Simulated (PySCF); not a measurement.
C2H7FSi3, SMILES F[SiH2][Si@H]1C=C[SiH2]1. Atoms are numbered in the order given.

```xyz
13

F      2.7691     1.1368    -0.2891
Si     1.6830     0.6412     0.8263
Si     0.1431    -0.8137    -0.1687
C     -1.3232    -1.1402     0.9888
C     -2.3683    -0.4776     0.4348
Si    -1.6995     0.2069    -1.1951
H      2.4452     0.0051     1.9432
H      0.9678     1.8444     1.3466
H      0.8229    -2.0079    -0.7623
H     -1.3895    -1.6876     1.9389
H     -3.3614    -0.4216     0.9009
H     -1.7504     1.6923    -1.3653
H     -2.2788    -0.4295    -2.4179
```

Geometry optimised at PBE0-D3(BJ)/def2-SVP. The structure was generated by enumeration; whether it is a known compound was not checked. The values are those of a single conformer.

Level of theory: PBE/def2-TZVP in PySCF.

ESP charges are fitted to the potential on shells at 1.4 to 2.0 van der Waals radii. Atomic charges (e):

| atom | meta-Löwdin | Löwdin | Mulliken | ESP fit |
|---|---|---|---|---|
| F1 | -0.49 | -0.01 | -0.30 | -0.23 |
| Si2 | 0.67 | 0.08 | 0.38 | 0.34 |
| Si3 | 0.20 | 0.12 | 0.04 | 0.07 |
| C4 | -0.29 | -0.25 | -0.17 | -0.22 |
| C5 | -0.30 | -0.26 | -0.16 | -0.19 |
| Si6 | 0.33 | 0.21 | 0.09 | 0.15 |
| H7 | -0.09 | -0.04 | -0.04 | -0.06 |
| H8 | -0.09 | -0.03 | -0.03 | -0.06 |
| H9 | -0.06 | -0.01 | -0.01 | -0.02 |
| H10 | 0.12 | 0.13 | 0.11 | 0.15 |
| H11 | 0.12 | 0.12 | 0.11 | 0.14 |
| H12 | -0.07 | -0.03 | -0.01 | -0.04 |
| H13 | -0.06 | -0.02 | -0.01 | -0.03 |

Computed Mayer and Wiberg (Löwdin basis) orders of the bonds:
```json
[
 {"bond": "F1–Si2", "Mayer": "1.10", "Wiberg": "1.72"},
 {"bond": "Si2–Si3", "Mayer": "0.94", "Wiberg": "1.09"},
 {"bond": "Si3–C4", "Mayer": "0.94", "Wiberg": "1.10"},
 {"bond": "C4–C5", "Mayer": "1.83", "Wiberg": "2.03"},
 {"bond": "Si3–Si6", "Mayer": "0.94", "Wiberg": "1.02"},
 {"bond": "C5–Si6", "Mayer": "0.98", "Wiberg": "1.12"},
 {"bond": "Si2–H7", "Mayer": "0.90", "Wiberg": "0.94"},
 {"bond": "Si2–H8", "Mayer": "0.91", "Wiberg": "0.94"},
 {"bond": "Si3–H9", "Mayer": "0.91", "Wiberg": "0.90"},
 {"bond": "C4–H10", "Mayer": "0.92", "Wiberg": "0.86"},
 {"bond": "C5–H11", "Mayer": "0.92", "Wiberg": "0.86"},
 {"bond": "Si6–H12", "Mayer": "0.92", "Wiberg": "0.93"},
 {"bond": "Si6–H13", "Mayer": "0.92", "Wiberg": "0.93"}
]
```
